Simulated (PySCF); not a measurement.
H₄Cl₂FNSi₂, SMILES F[SiH2]N[SiH](Cl)Cl (B3LYP/def2-SVP optimised geometry):

```
10

Si    -0.441     0.932     0.000
F     -0.942     0.211    -1.370
N     -1.010     0.077     1.403
Si    -0.244    -1.124     2.377
Cl     0.957    -0.294     3.849
Cl     0.965    -2.289     1.171
H      1.038     0.932     0.000
H     -1.038     2.289     0.000
H     -1.953     0.317     1.709
H     -1.264    -1.956     3.047
```

Method: PySCF with B3LYP/def2-TZVP.

Problem. What are the frontier orbital energies and the dipole moment?

Solution. HOMO-2 -9.13 eV, HOMO-1 -9.07 eV, HOMO -8.36 eV, LUMO -0.19 eV, LUMO+1 -0.03 eV; dipole moment 2.19 D.

On the same geometry PySCF 2.14.0 with PBE/def2-TZVP gives HOMO-2 -7.99 eV, HOMO-1 -7.95 eV, HOMO -7.22 eV, LUMO -0.87 eV, LUMO+1 -0.72 eV; dipole moment 2.10 D.

Meta-Löwdin charges at B3LYP/def2-TZVP: Si1 1.04, F2 -0.51, N3 -0.81, Si4 0.95, Cl5 -0.30, Cl6 -0.28, H7 -0.12, H8 -0.12, H9 0.25, H10 -0.10.
